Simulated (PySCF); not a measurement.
# From MP2 to CCSD(T): MSb along the second period

MP2 and CCSD(T) in PySCF with x2c-SVPall on every atom, spin-free X2C, for the lowest determinant that a PBE0 search found; no spin–orbit coupling.

```tsv
molecule	state (unpaired electrons)	MP2 Re (Å)	MP2 ωe (cm⁻¹)	MP2 De (eV)	CCSD(T) Re (Å)	CCSD(T) ωe (cm⁻¹)	CCSD(T) De (eV)
LiSb	triplet (π ↑↑)	2.657	390	1.06	?	?	?
BeSb	quartet (σ ↑, π ↑↑)	2.432	451	0.68	2.481	387	0.35
BSb	triplet (σ ↑, π ↑)	2.057	733	2.01	2.079	670	1.92
SbF	triplet (π ↑↑)	1.947	629	3.55	1.953	618	3.32
```

**Question.** Estimate the CCSD(T) values of LiSb by adding the mean shift from MP2 to CCSD(T) of the other rows, and compare with the calculation.

**Answer.** The mean shifts are +2.6 pm, -46 cm⁻¹ and -0.22 eV, which give 2.683 Å, 344 cm⁻¹ and 0.84 eV. CCSD(T)/x2c-SVPall gives Re = 2.668 Å, ωe = 377 cm⁻¹, De = 1.12 eV.

**Question.** What are the mean differences of MP2 from CCSD(T) over the whole series?

**Answer.** Re -2.2 pm, ωe +38 cm⁻¹, De +0.15 eV.

In a basis of this size CCSD(T) is itself not converged; it tends to give bonds that are too long and too weak.

Correlated steps freeze the inner cores (18 to 19 orbitals); shallow outer-core shells are correlated. UHF and ROHF references stand side by side, which adds small steps between rows. Weak bonds: BeSb. Basis-set superposition, not corrected here, can be much of De in a small basis, most of all at correlated wavefunction levels. Spin–orbit coupling is left out, which matters for elements this heavy, above all for dissociation energies. States were picked by a PBE0 search and need not be the measured ground states.
